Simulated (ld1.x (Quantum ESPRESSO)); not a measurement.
Results of a calculation; reference values are marked as such.
# Potentials for P compared

Generated with ld1.x 7.5 (TM, RRKJ, ultrasoft, PAW), atompaw 4.2 or ONCVPSP 4.0.1. The cutoff is in Ry: for ld1.x and atompaw files where the sum of valence levels is converged to 10 mRy in a Bessel basis, for ONCV files where the hardest occupied wave has 1 mHa per electron of residual kinetic energy. The error is the largest all-electron minus pseudo excitation energy over each file’s own four to seven test configurations (ionisations up to +4, promotions, holes and added fractions of an electron), all of which were solved. The labels leave out finer settings (local radius, basis sizes, second energies), which also bear on the numbers. Spin-polarised tests are not counted. The rows are a selection from randomly drawn settings: files with unsolved tests, undetermined cutoffs or missed reference levels are left out.

A true bound ghost makes a file unfit for plane-wave use even where its test errors are small: the radial tests pick states by their node count and pass the ghost by.

| potential | cutoff (Ry) | largest error (meV) | bound ghosts |
| --- | --- | --- | --- |
| TM, PBE, scalar-relativistic, rc 1.15/1.80/1.90 (spd), local smoothed, core correction yes, reference 3s2 3p2 | 55 | +187 | none |
| TM, revPBE, non-relativistic, rc 1.30/1.85/1.65 (spd), local smoothed, core correction no, reference 3s2 3p2 | 35 | +85 | none |
| PAW, PBEsol, scalar-relativistic, rc 1.30/1.60/1.35 (spd), local smoothed, core correction yes, reference 3s1.75 3p3.25 | 18 | -149 | s |
| TM, PBE, scalar-relativistic, rc 1.65/1.50/1.55 (spd), local smoothed, core correction no, reference 3s1.75 3p3.25 | 18 | +70 | none |
| RRKJ, BP86, non-relativistic, rc 1.40/1.40 (sp), local s, core correction no, reference 3s2 3p3 | 35 | +80 | none |
| RRKJ, BP86, scalar-relativistic, rc 1.35/2.05 (sp), local smoothed, core correction yes, reference 3s1.75 3p3.25 | 25 | +251 | none |
| TM, LDA (PZ), scalar-relativistic, rc 1.70/1.35 (sp), local s, core correction no, reference 3s2 3p2 | 45 | +412 | none |
| TM, PBE, non-relativistic, rc 1.50/1.90 (sp), local smoothed, core correction no, reference 3s2 3p3 | 21 | +240 | none |

Question: Fill in the row for P: ultrasoft, LDA (PZ), scalar-relativistic, rc 1.35/1.90 (sp), local smoothed, core correction yes, reference 3s2 3p3.

Answer: cutoff 18 Ry, largest error +106 meV, bound ghosts: none.
